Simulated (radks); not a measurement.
Task: Species: N. Configuration: [He] 2s2 2p3 (the NIST ground configuration). Calculated with a radial shooting solver on a logarithmic mesh with Libxc functionals: non-relativistic Kohn-Sham, r2SCAN, spin-polarised, spherical densities, point nucleus; open shells are filled with parallel spins first; meta-GGA in the generalised Kohn-Sham scheme; hard spherical wall at 3 bohr. Some entries of the table are withheld. Estimate them.

orbital  occ.  eigenvalue (eV)  <r^2> (bohr^2)  r(max) (bohr)
1s up       1        -379.8904         0.07191         0.1486
1s down     1        -377.7707         0.07074         0.1483
2s up       1         -15.9512           1.730          1.016
2s down     1          -9.1577           1.840          1.053
2p up       3          -2.6491             (1)         0.9708
2p down     0           4.2269             (2)          1.050
3d up       0          35.7987           3.390          1.828
3d down     0          39.7422           3.482          1.866
3s up       0          41.2838           3.444            (3)
3p up       0          45.2851           3.191          2.119
3s down     0          45.8643           3.430            (4)
3p down     0          50.2565           3.133          2.147

Result: 
(1) 2p up <r^2> (bohr^2): 1.722
(2) 2p down <r^2> (bohr^2): 1.876
(3) 3s up r(max) (bohr): 2.130
(4) 3s down r(max) (bohr): 2.154
